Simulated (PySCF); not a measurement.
HgI2, SMILES [I][Hg][I].

The structure is a stationary point at PBE0-D3(BJ)/def2-SVP. The isomer is the one that the SMILES or the coordinates give; other isomers of the formula were not compared. The def2 effective core potentials stand for the cores of Hg, I; spin–orbit coupling is left out.

The numbers are results of M06-2X/def2-TZVPD (PySCF), not measurements.

Isolated molecule, no solvent.

```yaml
total_energy: -748.73507 hartree
point_group: D∞h
highest_occupied_level: -8.84 eV
lowest_empty_level: -2.00 eV
orbital_gap: 6.84 eV
dipole_moment: 0.00 D
quadrupole, principal values (traceless, Buckingham form, about the centre of nuclear charge): -4.44, 2.22, 2.22 D·Å
mean_static_polarisability: 111.7 bohr³ (16.55 Å³)
polarisability_principal_values: 77.2, 77.2, 180.5 bohr³
```
